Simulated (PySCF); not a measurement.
Structure problem from calculated spectra and properties.

Formula: B2O2.

| Property | Result |
| --- | --- |
| NMR, other nuclei | isotropic shieldings of nuclei other than C and H, by class: 89 (2 B), -15 (2 O) ppm [GIAO PBE0/pcSseg-1] |
| Couplings | largest of the computed one-bond spin–spin couplings (means over like bonds): 11B–11B +221.3, 17O–11B -26.5 (×2) Hz [B3LYP/pcJ-1] |
| UV, first state | lowest singlet excitation: 6.70 eV (185 nm, f = 0.000) [TDDFT wB97X-D/def2-SVPD] |
| Valence photoelectron | vertical ionisation energy: 13.72 eV [ΔSCF wB97X-D/def2-SVPD] |
| Dipole | 0.00 D [wB97X-D/def2-SVPD] |
| Rotational structure | rotational constant B (linear): 3.456 GHz [PBE0-D3(BJ)/def2-SVP] |
| XPS | B1s 199.0 (×2), O1s 539.4 (×2) eV [ΔSCF SCAN, pcX-2 on the ionised atom, pcseg-1 elsewhere, spin-free X2C] |
| UV, strongest line | among the 10 lowest singlet transitions: S7/S8 at 8.57 eV (145 nm, f = 0.002 summed over these states) [TDDFT wB97X-D/def2-SVPD] |

Gas-phase values; electronic properties from PySCF, density fitting. Levels stand in brackets. Geometry: PBE0-D3(BJ)/def2-SVP; no solvent, vibrations or thermal averaging. Each NMR value is the plain mean over a class of atoms that symmetry, rotation or inversion makes alike.

Task: What is the compound? Reason from the data.

Result: Numbering: `[O:1]=[B:2][B:3]=[O:4]`. The other shieldings belong to: 89 ppm, boron bonded to B and O [B2/B3]; -15 ppm, oxygen bonded to B [O1/O4]. The couplings run between: +221.3 Hz, boron bonded to B and O [B2] and boron bonded to B and O [B3]; -26.5 Hz, oxygen bonded to B [O1] and boron bonded to B and O [B2] (with 1 like pair). The core levels belong to: B1s 199.0 eV, boron bonded to B and O [B2/B3]; O1s 539.4 eV, oxygen bonded to B [O1/O4]. The hole state at 199.0 eV has ⟨S²⟩ = 0.83 against 0.75, so that value is less sure. The vanishing dipole is forced by symmetry. The optimised geometry has point group D∞h and is a linear rotor. Structure: diboron dioxide (`O=BB=O`). The assignments are read from this structure; whether some other isomer fits the data as well wasn't checked.
